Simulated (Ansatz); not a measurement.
```yaml
crystal:
  periodic: [false, false, false]
  atoms:
    - {symbol: Ge, position_ang: [-1.637688, -1.051883, -1.032998]}
    - {symbol: Ge, position_ang: [1.105054, -1.107615, 1.616098]}
    - {symbol: Ge, position_ang: [1.055319, 1.634021, -1.033305]}
    - {symbol: Ge, position_ang: [-2.941579, 0.297316, -2.419079]}
    - {symbol: Ge, position_ang: [-0.270041, -2.398945, -2.357296]}
    - {symbol: Ge, position_ang: [-0.291713, 2.941634, -2.417887]}
    - {symbol: Ge, position_ang: [2.398566, 0.262977, -2.358034]}
    - {symbol: Ge, position_ang: [-0.263557, 0.263507, 0.316627]}
    - {symbol: Si, position_ang: [-1.570971, 1.574321, -3.742665]}
    - {symbol: Si, position_ang: [1.063494, -1.067574, -3.666455]}
    - {symbol: Si, position_ang: [-1.544471, -1.089743, 4.161525]}
    - {symbol: Si, position_ang: [1.094056, 1.543714, 4.160145]}
    - {symbol: Si, position_ang: [-0.231500, -2.434975, 2.917860]}
    - {symbol: Si, position_ang: [-0.235274, 0.235765, -4.975225]}
    - {symbol: Si, position_ang: [2.435714, 0.227640, 2.915858]}
    - {symbol: Si, position_ang: [-0.243605, 0.246084, 5.433285]}
    - {symbol: H, position_ang: [-2.373971, 2.379337, -4.627385]}
    - {symbol: H, position_ang: [1.888900, -1.895410, -4.508711]}
    - {symbol: H, position_ang: [-2.508876, -1.897064, -0.180581]}
    - {symbol: H, position_ang: [1.928475, -1.932970, 0.701851]}
    - {symbol: H, position_ang: [1.902942, 2.502967, -0.181047]}
    - {symbol: H, position_ang: [-2.417727, -1.864041, 5.001899]}
    - {symbol: H, position_ang: [-2.355868, -0.281545, 3.292390]}
    - {symbol: H, position_ang: [0.286963, 2.356754, 3.291527]}
    - {symbol: H, position_ang: [1.870855, 2.415402, 4.999838]}
    - {symbol: H, position_ang: [-3.812128, -0.552629, -3.262549]}
    - {symbol: H, position_ang: [-3.813090, 1.165571, -1.595796]}
    - {symbol: H, position_ang: [-1.105366, -3.266980, -3.217778]}
    - {symbol: H, position_ang: [0.558905, -3.275585, -1.499609]}
    - {symbol: H, position_ang: [-1.019236, -3.294293, 2.076577]}
    - {symbol: H, position_ang: [0.568551, -3.257669, 3.783680]}
    - {symbol: H, position_ang: [-1.047847, -0.597757, -5.821243]}
    - {symbol: H, position_ang: [0.601733, 1.046546, -5.819543]}
    - {symbol: H, position_ang: [0.559023, 3.812443, -3.260237]}
    - {symbol: H, position_ang: [-1.158777, 3.812888, -1.593063]}
    - {symbol: H, position_ang: [3.267795, 1.096306, -3.219283]}
    - {symbol: H, position_ang: [3.274007, -0.567544, -1.500642]}
    - {symbol: H, position_ang: [-1.099826, 1.102242, 1.210749]}
    - {symbol: H, position_ang: [3.295551, 1.013461, 2.073324]}
    - {symbol: H, position_ang: [3.257949, -0.573214, 3.781361]}
    - {symbol: H, position_ang: [-1.057702, 1.062219, 6.293064]}
    - {symbol: H, position_ang: [0.586934, -0.585669, 6.262771]}
basis:
  gaussian: {orbitals: "6-31G*", fitting: {mean_field: def2-universal-jkfit}}
hamiltonian: {xc: {name: RPBE}}
scf: {omitted_lower_state_checks: [starts]}
output: {forces: true}
```

```sh
$ ansatz run in.yaml --threads 4 --pin off --events-out ev --progress --plain --max-ram 46080MiB --backend cuda --devices 0, --max-vram 37GiB
```

It prints (some lines left out):

```
Functional definition: RPBE
3620 factors; integrals over basis functions are off by at most 6.2e-2 eV
mean field evaluation 1: about -515496.0089 eV, gradient 5.3e1 eV
mean field evaluation 2: about -515497.6508 eV, gradient 5.6e1 eV
mean field evaluation 4: about -515501.0385 eV, gradient 4.3e0 eV
mean field evaluation 8: about -515501.1100 eV, gradient 3.2e-1 eV
mean field evaluation 16: about -515501.1104 eV, gradient 9.6e-5 eV
mean field -515501.11038821 eV, -18944.3163875642 hartree, gradient 2.0e-5 eV, S^2 0.000000; 0 other end points of the search recorded, 0 dependent functions left out
reference -515501.11049014 eV, -18944.3163913100 hartree; 197, 197 occupied and 287, 287 virtual orbitals, 3620 factors
Total energy: -515501.11049014 eV, -18944.3163913100 hartree
Atom 0 force    -0.157473    -0.034958     0.034871 eV/Å
Atom 1 force     0.094215    -0.094772     0.202656 eV/Å
Atom 2 force     0.036239     0.156676     0.034058 eV/Å
Atom 3 force     0.034678     0.055612    -0.054844 eV/Å
Atom 4 force     0.068330     0.010945    -0.065627 eV/Å
Atom 5 force    -0.055313    -0.034463    -0.055733 eV/Å
Atom 6 force    -0.011025    -0.068226    -0.065311 eV/Å
Atom 7 force    -0.028512     0.027996     0.000607 eV/Å
Atom 8 force    -0.058044     0.058357    -0.099924 eV/Å
Atom 9 force     0.058337    -0.059526    -0.087187 eV/Å
Atom 10 force     0.037928    -0.086146     0.094410 eV/Å
Atom 11 force     0.086206    -0.038478     0.094200 eV/Å
Atom 12 force    -0.055726    -0.052761    -0.013805 eV/Å
Atom 13 force     0.000134    -0.000379     0.081523 eV/Å
Atom 14 force     0.052609     0.055383    -0.013586 eV/Å
Atom 15 force    -0.103064     0.103087    -0.083127 eV/Å
Atom 16 force    -0.760334     0.762166    -0.846861 eV/Å
Atom 17 force     0.783453    -0.785468    -0.798676 eV/Å
Atom 18 force    -0.857151    -0.830783     0.830421 eV/Å
Atom 19 force     0.806076    -0.808056    -0.865479 eV/Å
Atom 20 force     0.833313     0.854959     0.830378 eV/Å
Atom 21 force    -0.881580    -0.724199     0.787218 eV/Å
Atom 22 force    -0.801086     0.732429    -0.775652 eV/Å
Atom 23 force    -0.731371     0.802471    -0.775377 eV/Å
Atom 24 force     0.726748     0.880237     0.786480 eV/Å
Atom 25 force    -0.906480    -0.829037    -0.843225 eV/Å
Atom 26 force    -0.895568     0.862231     0.801265 eV/Å
Atom 27 force    -0.819070    -0.893974    -0.853274 eV/Å
Atom 28 force     0.807207    -0.894688     0.813502 eV/Å
Atom 29 force    -0.737994    -0.865876    -0.751146 eV/Å
Atom 30 force     0.736851    -0.831384     0.829830 eV/Å
Atom 31 force    -0.755072    -0.777350    -0.847345 eV/Å
Atom 32 force     0.780230     0.753391    -0.845893 eV/Å
Atom 33 force     0.830231     0.906694    -0.842433 eV/Å
Atom 34 force    -0.860960     0.895631     0.802575 eV/Å
Atom 35 force     0.895139     0.816759    -0.853689 eV/Å
Atom 36 force     0.893286    -0.808804     0.813174 eV/Å
Atom 37 force    -0.792593     0.794884     0.835910 eV/Å
Atom 38 force     0.866407     0.736036    -0.752336 eV/Å
Atom 39 force     0.831020    -0.737769     0.829746 eV/Å
Atom 40 force    -0.764166     0.766135     0.867406 eV/Å
Atom 41 force     0.773949    -0.774982     0.820299 eV/Å
Dipole moment:     0.002818    -0.002972     0.027021 e Å
Checks for a lower state left out: starts
```

It took 6.5 s on 4 threads of AMD EPYC 7R13 on a shared host and a share (37 GiB) of an NVIDIA H100 80GB HBM3, peak host memory 1.2 GiB.

The 6-31G sets use Cartesian d functions.
